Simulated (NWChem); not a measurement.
All runs are NWChem calculations. System: CH$_{4}$Si, charge 0, spin multiplicity 1, displaced from the optimised geometry. Level: MP2/cc-pVDZ, 6 core orbitals frozen, spin-restricted.

Input file:

```
start mol
memory heap 200 mb stack 900 mb global 1100 mb
geometry units angstroms nocenter noautoz noautosym
  C      0.000000     0.000000     1.156933
  Si     0.000000     0.000000    -0.550682
  H      0.926618     0.000000     1.737870
  H     -1.389927     0.000000     2.028338
  H     -1.249623     0.000000    -1.353895
  H      1.249623     0.000000    -1.353895
end
basis spherical
  * library cc-pvdz
end
scf
  rhf
  nopen 0
  maxiter 100
  thresh 1e-7
  semidirect memsize 60000000 filesize 0
end
mp2
  freeze core 6
end
task mp2 energy
```

NWChem printed:

```
             Northwest Computational Chemistry Package (NWChem) 7.3.0
             --------------------------------------------------------

                                NWChem Input Module
                                -------------------

 Scaling coordinates for geometry "geometry" by  1.889725989
 (inverse scale =  0.529177249)

                             Geometry "geometry" -> ""
                             -------------------------

 Output coordinates in angstroms (scale by  1.889725989 to convert to a.u.)

  No.       Tag          Charge          X              Y              Z
 ---- ---------------- ---------- -------------- -------------- --------------
    1 C                    6.0000     0.00000000     0.00000000     1.15693300
    2 Si                  14.0000     0.00000000     0.00000000    -0.55068200
    3 H                    1.0000     0.92661800     0.00000000     1.73787000
    4 H                    1.0000    -1.38992700     0.00000000     2.02833800
    5 H                    1.0000    -1.24962300     0.00000000    -1.35389500
    6 H                    1.0000     1.24962300     0.00000000    -1.35389500

 Effective nuclear repulsion energy (a.u.)      49.6656671137

            Nuclear Dipole moment (a.u.)
            ----------------------------
        X                 Y               Z
 ---------------- ---------------- ----------------
    -0.8755270580     0.0000000000     0.5489049285


 Summary of "ao basis" -> "" (spherical)
 ------------------------------------------------------------------------------
       Tag                 Description            Shells   Functions and Types
 ---------------- ------------------------------  ------  ---------------------
 *                          cc-pvdz                   on all atoms

 Summary of "ao basis" -> "ao basis" (spherical)
 ------------------------------------------------------------------------------
       Tag                 Description            Shells   Functions and Types
 ---------------- ------------------------------  ------  ---------------------
 C                          cc-pvdz                  6       14   3s2p1d
 Si                         cc-pvdz                  8       18   4s3p1d
 H                          cc-pvdz                  3        5   2s1p

                                 NWChem SCF Module
                                 -----------------

  ao basis        = "ao basis"
  functions       =    52
  atoms           =     6
  closed shells   =    12
  open shells     =     0
  charge          =   0.00
  wavefunction    = RHF
  use symmetry    = F
  symmetry adapt  = F

 Summary of "ao basis" -> "ao basis" (spherical)
 ------------------------------------------------------------------------------
       Tag                 Description            Shells   Functions and Types
 ---------------- ------------------------------  ------  ---------------------
 C                          cc-pvdz                  6       14   3s2p1d
 Si                         cc-pvdz                  8       18   4s3p1d
 H                          cc-pvdz                  3        5   2s1p

 Forming initial guess at       0.0s

      Superposition of Atomic Density Guess
      -------------------------------------

 Sum of atomic energies:        -328.49853004

      Non-variational initial energy
      ------------------------------

 Total energy =    -328.959973
 1-e energy   =    -551.292309
 2-e energy   =     172.666669
 HOMO         =      -0.249102
[...]
              MO Center=  6.0D-03,  4.6D-17, -2.2D-01, r^2= 3.6D+00
   Bfn.  Coefficient  Atom+Function         Bfn.  Coefficient  Atom+Function
  ----- ------------  ---------------      ----- ------------  ---------------
    26      0.787924  2 Si py                 8     -0.559245  1 C  py
     5     -0.316859  1 C  py                23      0.247056  2 Si py

 Vector   14  Occ=0.000000D+00  E= 1.140176D-01
              MO Center= -5.3D-01,  7.0D-17,  1.3D+00, r^2= 4.2D+00
   Bfn.  Coefficient  Atom+Function         Bfn.  Coefficient  Atom+Function
  ----- ------------  ---------------      ----- ------------  ---------------
     3      0.989265  1 C  s                 39     -0.865878  4 H  s
    25     -0.418634  2 Si px                49      0.402549  6 H  s
    18     -0.385217  2 Si s                 27     -0.372453  2 Si pz
     7     -0.317428  1 C  px                44     -0.293806  5 H  s
    38     -0.222715  4 H  s                  4     -0.208383  1 C  px

 Vector   15  Occ=0.000000D+00  E= 1.731938D-01
              MO Center= -2.9D-02, -9.0D-17, -1.2D+00, r^2= 3.8D+00
   Bfn.  Coefficient  Atom+Function         Bfn.  Coefficient  Atom+Function
  ----- ------------  ---------------      ----- ------------  ---------------
    18      2.133299  2 Si s                 44     -1.417824  5 H  s
    49     -1.308434  6 H  s                 27     -0.913921  2 Si pz
     9      0.249171  1 C  pz                43     -0.157263  5 H  s
    24     -0.150034  2 Si pz

 center of mass
 --------------
 x =  -0.02005030 y =   0.00000000 z =  -0.01960205

 moments of inertia (a.u.)
 ------------------
         126.509019801116           0.000000000000           4.368137519884
           0.000000000000         147.774540648753           0.000000000000
           4.368137519884           0.000000000000          21.265520847638

  Mulliken analysis of the total density
  --------------------------------------

    Atom       Charge   Shell Charges
 -----------   ------   -------------------------------------------------------
    1 C    6     6.40   2.00  0.65  0.63  1.79  1.30  0.03
    2 Si  14    13.57   2.00  2.01  0.73  0.39  6.00  1.42  0.79  0.24
    3 H    1     0.91   0.73  0.15  0.03
    4 H    1     0.94   0.52  0.42  0.01
    5 H    1     1.08   0.71  0.35  0.01
    6 H    1     1.08   0.71  0.35  0.01

       Multipole analysis of the density wrt the origin
       ------------------------------------------------

     L   x y z        total         open         nuclear
     -   - - -        -----         ----         -------
     0   0 0 0     -0.000000      0.000000     24.000000

     1   1 0 0      0.139476      0.000000     -0.875527
     1   0 1 0      0.000000      0.000000      0.000000
     1   0 0 1     -0.505072      0.000000      0.548905

     2   2 0 0    -15.577434      0.000000     21.117965
     2   1 1 0     -0.000000      0.000000      0.000000
     2   1 0 1      0.213790      0.000000     -4.317060
     2   0 2 0    -17.471803      0.000000      0.000000
     2   0 1 1     -0.000000      0.000000      0.000000
     2   0 0 2    -15.858812      0.000000     82.409036

                   NWChem MP2 Semi-direct Energy/Gradient Module
                   ---------------------------------------------

  Basis functions       =     52
  Molecular orbitals    =     52
  Frozen core           =      6
  Frozen virtuals       =      0
  Active alpha occupied =      6
  Active beta occupied  =      6
  Active alpha virtual  =     40
  Active beta virtual   =     40
  Use MO symmetry       = F
  Use skeleton AO sym   = F

  AO/Fock/Back tols     =   1.0D-09  1.0D-09  1.0D-09

 GA uses MA = F    GA memory limited = T

 Available:
  local mem=  1.26D+08
 global mem=  1.44D+08
 local disk=  0.00D+00
  mp2_memr nvloc                    40
  nvloc new                    40
   1 passes of   6:        3145728                      11636                   1129140.
   1 passes of   6: M    126153065           G      144173792           F     123007337.

 Semi-direct pass number   1 of   1  for RHF alpha+beta  at        0.8s
  vrange nnbf                  1378
  mp2_eaftype                    10  avail_ma_in_mb                  1099
 EAF : mp2_eaftype filesize          10     564570.
  mp2_eaf for mointskh                     10
Node 0 wrote      2.6 Mb in      0.0 s     Agg I/O rate:  2242.0 Mb/s
 Done moints_semi at        2.3s
  mp2_eaftype                    10  avail_ma_in_mb                  1089
 EAF : mp2_eaftype filesize          10     564570.
  mp2_eaf for kh                    10
 Done maket at        2.3s
 Done multipass loop at        2.3s

          -------------------------------------------
          SCF energy                -328.967007097884
          Correlation energy          -0.253348273596
          Singlet pairs               -0.178680975672
          Triplet pairs               -0.074667297924
          Total MP2 energy          -329.220355371480
          -------------------------------------------

          ---------------------------------------------------
                    Spin Component Scaled (SCS) MP2
          Same spin pairs                     -0.049778198616
          Same spin scaling factor             0.333333333333
          Opposite spin pairs                 -0.203570074980
          Opposite spin scaling fact.          1.200000000000
          SCS-MP2 correlation energy          -0.260876822848
          Total SCS-MP2 energy              -329.227883920732
          ---------------------------------------------------

 -----------------------
 Performance information
 -----------------------

 Timer overhead =  1.79D-07 seconds/call

               Nr. of calls         CPU time (s)                 Wall time (s)                GFlops
             ---------------    -------------------     ------------------------------   -------------------
Name         Min   Avg   Max    Min     Avg     Max     Min     Avg     Max   Mx/calls   Min     Max     Sum
mp2: moin     1     1     1    1.5     1.5     1.5      1.5     1.5     1.5     1.5      0.0     0.0     0.0
mp2: make     1     1     1   1.67E-2 1.67E-2 1.67E-2  1.67E-2 1.67E-2 1.67E-2 1.67E-2   0.0     0.0     0.0
mp2: tota     1     1     1    1.5     1.5     1.5      1.5     1.5     1.5     1.5      0.0     0.0     0.0

 The average no. of pstat calls per process was 3.00D+00
 with a timing overhead of 5.37D-07s

 Task  times  cpu:        2.3s     wall:        2.3s

 Total times  cpu:        2.3s     wall:        2.3s
```
